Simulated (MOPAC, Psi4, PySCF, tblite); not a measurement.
Intermolecular potential of C2H6O ··· CH4S (SMILES COC and CS). Monomers: optimised at B3LYP-D3(BJ) (def2-TZVP), held rigid. Orientation: lowest of the rigid-body minima from ten starts at GFN2-xTB. R is the distance of the centres of mass, along which the second monomer moves.

Geometry at R = 3.77 Å (first 9 atoms: monomer A):
```
15

C      1.1035     0.3967     0.0049
O      0.1108    -0.2021    -0.7963
C     -1.0912    -0.4192    -0.0934
H      0.7809     1.3781     0.3777
H      1.3582    -0.2341     0.8671
H      1.9896     0.5260    -0.6147
H     -1.7948    -0.8817    -0.7840
H     -1.5175     0.5239     0.2741
H     -0.9396    -1.0877     0.7647
C      0.8845     2.7515    -3.5818
S     -0.7289     2.3622    -2.8273
H      1.1850     1.9833    -4.2911
H      0.7493     3.6896    -4.1172
H      1.6528     2.8880    -2.8239
H     -0.3619     1.2142    -2.2353
```

Methods: GFN2-xTB (tblite); PBE-D3(BJ)/def2-TZVP, counterpoise-corrected (Psi4); RMP2/6-31G* = restricted MP2 (frozen core)/6-31G*, spherical d, no counterpoise correction (PySCF); SCS-MP2/aug-cc-pVDZ = DF-SCS-MP2/aug-cc-pVDZ, frozen core, counterpoise-corrected (Psi4); PM6, restricted, heats of formation (MOPAC).

Interaction energies in kJ/mol (negative: bound); R is the distance of the centres of mass, d the O2···H15 distance.

| R / Å | d / Å | GFN2-xTB | PBE-D3(BJ)/def2-TZVP | RMP2/6-31G* | SCS-MP2/aug-cc-pVDZ | PM6 |
|---|---|---|---|---|---|---|
| 3.16 | 1.48 | 20.02 | 24.62 | 32.33 | 44.18 | 11.09 |
| 3.37 | 1.68 | -5.88 | -1.05 | 1.43 | 12.14 | -10.14 |
| 3.59 | 1.90 | -14.76 | -11.53 | -11.75 | -2.78 | -15.16 |
| 3.77 | 2.07 | -15.91 | -14.03 | -15.17 | -7.71 | -14.33 |
| 3.98 | 2.28 | -14.62 | -13.81 | -15.29 | -9.36 | -11.75 |
| 4.19 | 2.49 | -12.51 | -12.20 | -13.64 | -8.96 | -9.07 |
| 4.49 | 2.79 | -9.58 | -9.41 | -10.46 | -7.25 | -6.16 |
| 4.75 | 3.04 | -7.52 | -7.24 | -7.81 | -5.72 | -4.57 |
| 5.26 | 3.55 | -4.69 | -4.18 | -4.01 | -3.46 | -2.84 |
| 5.93 | 4.22 | -2.60 | -2.05 | -1.84 | -1.86 | -1.71 |
| 6.94 | 5.23 | -1.20 | -0.83 | -0.86 | -0.84 | -0.90 |
| 8.29 | 6.57 | -0.53 | -0.34 | -0.40 | -0.36 | -0.45 |

Lowest grid point: GFN2-xTB -15.91 kJ/mol at R = 3.77 Å; PBE-D3(BJ)/def2-TZVP -14.03 kJ/mol at R = 3.77 Å; RMP2/6-31G* -15.29 kJ/mol at R = 3.98 Å; SCS-MP2/aug-cc-pVDZ -9.36 kJ/mol at R = 3.98 Å; PM6 -15.16 kJ/mol at R = 3.59 Å.
